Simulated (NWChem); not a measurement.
**Correlation energy of arsenic trifluoride (AsF3)**

SMILES: F[As](F)F
```xyz
4

F      0.7389    -0.4892     1.2818
As     0.0009     0.3989     0.0000
F      0.7389    -0.4892    -1.2818
F     -1.4811    -0.4842     0.0000
```
Charge 0, spin multiplicity 1.

All runs are NWChem calculations. Structure: optimised with PBE0/def2-SVP, a minimum by its harmonic frequencies.

Basis set: 6-31G*. Each correlation energy counts from its own Hartree-Fock reference.

The Hamiltonian is non-relativistic. The correlated methods keep 12 core orbitals frozen. The Pople sets run with spherical d functions. No row is a measurement; the coupled-cluster row has its own basis-set and correlation limits.

**Question.** Order these methods by the correlation energy they give, lowest first: MP2, SCS-MP2, CR-CCSD[T], CR-CCSD(T).

**Answer.** CR-CCSD[T] (-784.1 mHa), CR-CCSD(T) (-781.9 mHa), MP2 (-776.0 mHa), SCS-MP2 (-731.4 mHa)
